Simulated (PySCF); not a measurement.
**Telling isomers of C3H11NO2Si3 apart by NMR**

- geometry: GFN2-xTB
- shielding tensors at PBE0/pcSseg-1 (GIAO)
- run in PySCF
- relativity neglected, no solvent, fast rotation and ring inversion assumed for equivalent nuclei, one computed conformer

Scale: 1H (31.72 ppm) and 13C (186.93 ppm) vs TMS (reference shieldings calculated alike). Where no couplings were computed, multiplicities follow the n + 1 count of equivalent neighbours, and m marks all less simple cases (inequivalent or close neighbours, rings, F or P nearby). Shifts are as computed. Against solution values, carbons near 30 ppm lie about +3 ppm off and those near 130 ppm about +5 ppm. Of 1309 compounds with measured shifts, 239 miss one by over three times the rms of a fit or turn the order of signals round; such compounds aren't used in these exercises.

(1) Tabulate the signals of `C/C(C=O)=N\[SiH2][SiH2]O[SiH3]`, `C=C(C=O)O[SiH2]N([SiH3])[SiH3]`, `O=C[C@H]1C[SiH2]N([SiH3])[SiH2]O1` and their relative energies.

(2) What is the quickest way to tell C/C(C=O)=N\[SiH2][SiH2]O[SiH3] from C=C(C=O)O[SiH2]N([SiH3])[SiH3]?

(3) What is the quickest way to tell C/C(C=O)=N\[SiH2][SiH2]O[SiH3] from O=C[C@H]1C[SiH2]N([SiH3])[SiH2]O1?

(4) What is the quickest way to tell C=C(C=O)O[SiH2]N([SiH3])[SiH3] from O=C[C@H]1C[SiH2]N([SiH3])[SiH2]O1?

## Answers

(1) 
```json
{"SMILES": "C/C(C=O)=N\\[SiH2][SiH2]O[SiH3]", "carbon types": "1×C 1×CH 1×CH3", "δC": "198.7, 186.2, 19.2", "δH": "9.26 (s, 1H), 5.55 (m, 2H), 5.43 (m, 2H), 4.85 (s, 3H), 2.28 (s, 3H)", "E rel. (kcal/mol)": "26.3"}
{"SMILES": "C=C(C=O)O[SiH2]N([SiH3])[SiH3]", "carbon types": "1×C 1×CH 1×CH2", "δC": "196.1, 162.4, 120.7", "δH": "9.25 (s, 1H), 6.23 (br s, 1H), 5.62 (s, 2H), 5.61 (br s, 1H), 4.78 (s, 6H)", "E rel. (kcal/mol)": "20.9"}
{"SMILES": "O=C[C@H]1C[SiH2]N([SiH3])[SiH2]O1", "carbon types": "2×CH 1×CH2", "δC": "211.0, 75.8, 18.9", "δH": "10.02 (d, 1H), 5.32 (m, 1H), 5.17 (m, 1H), 5.07 (m, 1H), 5.02 (m, 1H), 4.73 (s, 3H), 4.12 (m, 1H), 1.31 (m, 1H), 0.59 (m, 1H)", "E rel. (kcal/mol)": "0.0"}
```

Energies are electronic energies at PBE0/pcSseg-1 on these geometries, without zero-point or thermal terms, each for the one conformer computed, which needn't be the lowest.

(2) Both give the same number of carbon signals, but DEPT or the intensities differ. The first has a methyl carbon (CH3) at 19.2 ppm, the second a β carbon of a C=C–C=O unit (CH2) at 120.7 ppm. Their most deshielded carbons lie at 198.7 and 196.1 ppm.

(3) Both give the same number of carbon signals, but DEPT or the intensities differ. The first has a C=N carbon (C) at 186.2 ppm, the second an sp3 CH bonded to O, α to a carbonyl at 75.8 ppm. Their most deshielded carbons lie at 198.7 and 211.0 ppm. In the proton spectra the most deshielded non-exchanging signals are 9.26 (s, 1H) and 10.02 (d, 1H).

(4) Both give the same number of carbon signals, but DEPT or the intensities differ. The first has an alkene carbon bearing oxygen (C) at 162.4 ppm, the second an sp3 CH bonded to O, α to a carbonyl at 75.8 ppm. Their most deshielded carbons lie at 196.1 and 211.0 ppm. In the proton spectra the most deshielded non-exchanging signals are 9.25 (s, 1H) and 10.02 (d, 1H).
